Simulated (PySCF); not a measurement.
iridium atom (Ir), quartet (core potentials on Ir). Base run: BLYP/def2-SVP in PySCF.

The PySCF input:
```python
from pyscf import gto, scf, dft

mol = gto.Mole()
mol.atom = '''
    Ir    0.00000000    0.00000000    0.00000000
'''
mol.basis = 'def2-svp'
mol.ecp = {'Ir': 'def2-svp'}
mol.spin = 3
mol.verbose = 3
mol.build()

mf = dft.UKS(mol)
mf.xc = 'blyp'
mf.kernel()
mf.analyze()
```

Each row names what was changed in the base input (with any setting that the change needs).

```tsv
change	ΔE vs base (µEh)	grid points	electrons on the grid	outcome
base	0.0	24312	17.00000	converged
grids.level = 0	-25.5	3264	17.00000	converged
grids.radi_method = delley	5.6	22016	17.00000	converged
small_rho_cutoff = 0	0.0	24312	17.00000	converged
grids.level = 2	6.1	15592	17.00000	converged
grids.prune = off	5.3	43400	17.00000	converged
grids.level = 7	6.8	99344	17.00000	converged
grids.radi_method = gauss_chebyshev	0.4	22304	17.00000	converged
grids.atom_grid = (30, 110)	-	-	-	not converged
grids.atom_grid = (75, 302)	-	-	-	not converged
grids.prune = dft.gen_grid.treutler_prune	-	-	-	not converged
```

Open shells are given as the SCF converged; they aren't shown to be the lowest states, and a large step between rows can be another state.
